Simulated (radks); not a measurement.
Values are calculated unless marked as measured or tabulated.
Br, configuration [Ar] 3d10 4s2 4p5 (the NIST ground configuration). Code: a radial shooting solver on a logarithmic mesh with Libxc functionals. Model: scalar-relativistic Kohn-Sham, MS2 meta-GGA, spin-polarised, spherical densities, finite nucleus; open shells are filled with parallel spins first; meta-GGA in the generalised Kohn-Sham scheme; Fermi nuclear charge, rms radius 4.1629 fm. Some entries of the table are withheld. Estimate them.

orbital  occ.  eigenvalue (hartree)  <r> (bohr)
1s up       1             -490.2030     0.04272
1s down     1             -490.2007     0.04272
2s up       1             -64.01584      0.1891
2s down     1             -64.01540      0.1891
2p up       3             -56.31305      0.1654
2p down     3             -56.31106      0.1654
3s up       1              -8.91840      0.5494
3s down     1              -8.91620      0.5495
3p up       3              -6.46202      0.5632
3p down     3              -6.45928      0.5632
3d up       5              -2.45690         (1)
3d down     5              -2.45304         (2)
4s up       1                   (3)       1.693
4s down     1                   (4)       1.691
4p up       3              -0.31356         (5)
4p down     2              -0.27736         (6)

Answer. 
(1) 3d up <r> (bohr): 0.5908
(2) 3d down <r> (bohr): 0.5901
(3) 4s up eigenvalue (hartree): -0.77963
(4) 4s down eigenvalue (hartree): -0.73896
(5) 4p up <r> (bohr): 2.076
(6) 4p down <r> (bohr): 2.107
